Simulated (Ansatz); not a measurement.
Relaxation of C3H3F2GaO (10 atoms, charge 0, multiplicity 1), to a largest force component of 0.02 eV/Å in at most 50 steps.

Method: RKS PBE0/def2-SVP in Ansatz.

```xyz
10
Properties=species:S:1:pos:R:3
O -1.471 -0.911 1.237
C -0.562 -0.407 0.335
C -0.196 -0.756 -0.894
F -0.456 -1.704 -1.770
Ga 1.185 0.316 -1.460
C 0.455 0.704 0.353
F -0.152 1.909 0.523
H -1.598 -0.402 2.119
H 1.715 0.668 -1.661
H 1.164 0.531 1.221
```

Where does it end, and by what steps?

It converged. After 12 steps the energy has fallen by 32.531 eV; H9 moved furthest, 0.86 Å. The start is strongly strained (largest force component 120 eV/Å).

| step | energy less start (eV) | largest force component (eV/Å) | accepted |
| --- | --- | --- | --- |
| 0 | 0.0000 | 120.329 | yes |
| 1 | -25.1727 | 22.137 | yes |
| 2 | -29.2613 | 11.622 | yes |
| 3 | -31.5719 | 4.050 | yes |
| 4 | -32.3391 | 0.884 | yes |
| 5 | -32.4828 | 0.521 | yes |
| 6 | -32.5090 | 0.442 | yes |
| 7 | -32.5243 | 0.153 | yes |
| 8 | -32.5294 | 0.061 | yes |
| 9 | -32.5305 | 0.061 | yes |
| 10 | -32.5305 | 0.137 | yes |
| 11 | -32.5311 | 0.023 | yes |
| 12 | -32.5311 | 0.013 | yes |

```xyz
10
Properties=species:S:1:pos:R:3
O -1.500 -0.816 1.048
C -0.492 -0.436 0.259
C -0.157 -0.967 -0.959
F -0.740 -2.039 -1.477
Ga 1.166 0.401 -1.276
C 0.448 0.677 0.600
F -0.254 1.839 0.913
H -1.577 -0.181 1.772
H 2.100 1.022 -2.347
H 1.089 0.449 1.470
```

The run took 68 s on 4 threads of Arm Neoverse N1, on a shared host, peak memory 0.37 GiB.
